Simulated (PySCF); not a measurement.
# One molecule, several mistakes: BCH6Si

These are calculations, not measurements. The program is PySCF 2.14.0, an open-source quantum chemistry code, run on an isolated molecule that a program drew, which may never have been made. The molecule is BCH6Si (charge 0, doublet), drawn as the SMILES string `B[SiH]C`.

Each row is a Hartree-Fock (HF) and frozen-core CCSD(T) single point in the cc-pV(D+d)Z basis, meant for a local HF minimum. Run 1 is clean. Each other run has one planted mistake out of seven kinds, and not every kind appears here: one electron removed, one electron added, multiplicity raised by two, geometry at a saddle point, minimal basis STO-3G, one bond length entered in bohr, all coordinates scaled. The reference is restricted for singlets and unrestricted otherwise, and also for a bond in bohr. Adding or removing an electron swaps singlet and doublet. Electrons count all cores. HOMO and LUMO are orbital energies over both spins, the gradient is its largest component, and the lowest frequency (negative if imaginary) is given only where the gradient is small. Bond lengths are over the 8 bonds as drawn. T1 is the CCSD diagnostic: over 0.02 (restricted) or 0.045 (unrestricted) a single reference is doubtful.

Geometry of the clean run:
```xyz
9
BCH6Si, angstrom
B    -1.5968    0.6018    0.6175
Si    0.0659   -0.3201    0.9876
C     1.1723   -1.1663   -0.2770
H    -2.0134    0.6751   -0.5057
H    -2.2151    1.1033    1.5145
H     0.6186   -0.4364    2.3556
H     2.1726   -0.7248   -0.2747
H     0.7541   -1.0698   -1.2809
H     1.2805   -2.2300   -0.0480
```

| run | electrons | basis functions | <S^2> | HOMO (eV) | LUMO (eV) | gradient (hartree/bohr) | lowest frequency (cm^-1) | mean bond (Å) | longest bond (Å) | T1 | HF (hartree) | CCSD(T) (hartree) | mistake |
|---|---|---|---|---|---|---|---|---|---|---|---|---|---|
| 1 | 31 | 81 | 0.761 | -7.92 | 0.86 | 8.2e-06 | 99 | 1.3720 | 1.937 | 0.0129 | -354.92862 | -355.30986 | no fault |
| 2 | 31 | 25 | 0.760 | -5.20 | 5.51 | 2.7e-02 | - | 1.3720 | 1.937 | 0.0173 | -350.80628 | -350.97670 | minimal basis STO-3G |
| 3 | 30 | 81 | 0.000 | -17.83 | -6.45 | 5.6e-02 | - | 1.3720 | 1.937 | 0.0103 | -354.66534 | -355.02512 | one electron removed |
| 4 | 31 | 81 | 0.764 | -7.86 | 0.81 | 3.3e-02 | - | 1.4420 | 2.036 | 0.0152 | -354.91202 | -355.29910 | all coordinates scaled |
| 5 | 31 | 81 | 1.354 | -7.99 | 1.39 | 1.7e-02 | - | 1.5875 | 3.660 | 0.0687 | -354.81806 | -355.17659 | one bond length entered in bohr |
| 6 | 31 | 81 | 3.767 | -5.43 | -1.91 | 9.9e-02 | - | 1.3720 | 1.937 | 0.0179 | -354.73951 | -355.11335 | ? |

**Which mistake was planted in run 6, and what did it cost?**

Electrons, basis and geometry are unchanged, and <S^2> is 3.767, beside S(S+1) = 3.75 for a multiplicity of 4. So the mistake is: multiplicity raised by two. Subtracting run 1 and multiplying by 627.51 kcal/mol a hartree, the energy moved by 118.7 kcal/mol in HF and 123.3 kcal/mol in CCSD(T).

Cautions from the logs. Run 5: T1 is over the limit, so its CCSD(T) energy is less reliable.
